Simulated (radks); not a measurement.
Trend from Ni+ to Pt+: ionisation energy by Delta-SCF between NIST ground configurations, and size. Method: scalar-relativistic Kohn-Sham, BLYP, spin-polarised, spherical densities, finite nucleus; open shells are filled with parallel spins first (spin-orbit coupling, left out, can overturn this in heavy ions); Fermi nuclear charge, rms radius of each element as measured or else 0.836 A^(1/3) + 0.57 fm; computed with a radial shooting solver on a logarithmic mesh with Libxc functionals.

Ni+: configuration [Ar] 3d9; configuration of the ion [Ar] 3d8; IE (eV) 19.615; NIST (eV) 18.169; kind exp.; -e(HOMO) (eV) 12.546 (3d); outermost 3d; <r> outermost (bohr) 1.09; r at 0.001 e/bohr^3 (bohr) 3.39
Pd+: configuration [Kr] 4d9; configuration of the ion [Kr] 4d8; IE (eV) 20.198; NIST (eV) 19.4; kind semi-emp.; -e(HOMO) (eV) 14.223 (4d); outermost 4d; <r> outermost (bohr) 1.47; r at 0.001 e/bohr^3 (bohr) 3.69
Pt+: configuration [Xe] 4f14 5d9; configuration of the ion [Xe] 4f14 5d8; IE (eV) 19.390; NIST (eV) 18.6; kind exp.; -e(HOMO) (eV) 13.927 (5d); outermost 5d; <r> outermost (bohr) 1.66; r at 0.001 e/bohr^3 (bohr) 3.87

Reference values: NIST Atomic Spectra Database (exp. = measured, semi-emp. = semi-empirical, theory = theoretical value adopted there). Open shells are spherical and high-spin; term and fine-structure splittings are not resolved. Spin-orbit splitting is averaged out at the scalar-relativistic level.
